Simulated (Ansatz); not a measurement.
Cost and result up the ladder for Au₃ (3 atoms). Charge 0, multiplicity 2. Geometry: PBE0-D4/def2-TZVP.

```xyz
3

Au   -0.364   -2.161   -0.885
Au    0.430    2.317    0.189
Au   -0.066   -0.155    0.696
```

Ansatz on 4 threads of Arm Neoverse V2 on a shared host. Times are rough, and most runs start from the orbitals of an earlier one. CAM-B3LYP-D4/def2-TZVP serves as the yardstick here, not as an exact answer. Differences are given only for rows in sets of like size (and for xTB, whose basis is part of the method), since another set adds its own error. Binding counts from free atoms at the same level (Au doublet; other spins of the atoms weren't run), without zero-point energy or a counterpoise term.

In the def2 sets Au takes a core potential; there is no spin–orbit coupling. B3LYP takes the VWN-RPA correlation. Correlated methods freeze no core orbitals; core or outer-core shells of Au are correlated, in sets that lack core-valence functions. In CCSD on the charge 0 doublet the largest single amplitude is 0.19, so its Hartree–Fock determinant may place the open shell otherwise than the density functionals do. The structure comes from a short search, and lower isomers may exist.

Correlated methods converge slowly with the basis.

```tsv
level	functions	wall time	binding energy per atom (eV)	difference from CAM-B3LYP-D4/def2-TZVP (eV)	remarks
LDA (SPW92)/def2-TZVP	120	0.95 s	1.52	0.58	–
PBE-D4/def2-SVP	96	1.6 s	1.17	–	–
PBE-D4/def2-TZVP	120	2 s	1.20	0.26	–
revPBE-D4/def2-TZVP	120	2 s	1.08	0.14	–
PBE-D4/def2-TZVPD	129	2.1 s	1.21	0.27	–
PBE0-D4/def2-SVP	96	2.4 s	0.99	–	–
PBE0-D4/def2-TZVPD	129	2.9 s	1.04	0.10	–
B3LYP-D4/def2-TZVP	120	3.2 s	1.01	0.07	–
BHLYP-D4/def2-TZVP	120	3.7 s	0.86	-0.08	–
CAM-B3LYP-D4/def2-TZVP	120	3.7 s	0.94	0.00	–
r2SCAN-D4/def2-TZVP	120	4.8 s	1.20	0.26	–
PBE0-D4/def2-TZVP (with forces)	120	4.8 s	1.02	0.08	–
r2SCAN-D4/def2-TZVPD	129	4.9 s	1.22	0.28	–
CCSD(T)/def2-TZVP	120	34 s	0.97	0.03	spin-contaminated (⟨S²⟩ 0.84)
```
